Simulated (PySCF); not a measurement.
C4H7FO.

```xyz
13

C      0.2702    -2.5453     0.0000
C      0.4091    -1.0378     0.0000
O     -0.9072    -0.4809     0.0000
C     -1.0632     0.8548     0.0000
C     -0.1690     1.8526     0.0000
F      1.1721     1.6916     0.0000
H      1.2642    -3.0187     0.0000
H     -0.2785    -2.8852    -0.8917
H     -0.2785    -2.8852     0.8917
H      0.9594    -0.6853    -0.8889
H      0.9594    -0.6853     0.8889
H     -2.1192     1.1386     0.0000
H     -0.4802     2.8987     0.0000
```
Charge 0, spin multiplicity 1.

Coordinates come from a B3LYP-D3(BJ)/def2-SVP optimisation. The structure was generated by enumeration; whether it is a known compound was not checked. One conformer was computed; it need not be the lowest.

The numbers are results of PBE/pcSseg-1 run with PySCF, not measurements. Non-relativistic, no solvent.

Computed absolute GIAO shielding of each atom: isotropic value and principal components (ppm):
```tsv
atom	σ(iso)	σ11	σ22	σ33	span
C1	162.3	146.6	160.8	179.4	32.7
C2	108.7	76.0	95.8	154.5	78.5
O3	193.0	100.3	225.7	252.9	152.5
C4	46.3	-43.9	85.2	97.7	141.6
C5	41.4	-33.4	72.4	85.2	118.5
F6	333.5	265.2	311.5	423.9	158.6
H7	30.1	26.5	27.7	36.2	9.8
H8	29.8	26.4	28.0	35.2	8.7
H9	29.8	26.4	28.0	35.2	8.7
H10	26.9	22.2	28.5	30.0	7.9
H11	26.9	22.2	28.5	30.0	7.9
H12	25.9	23.2	25.6	29.0	5.8
H13	25.0	22.6	25.0	27.4	4.8
```
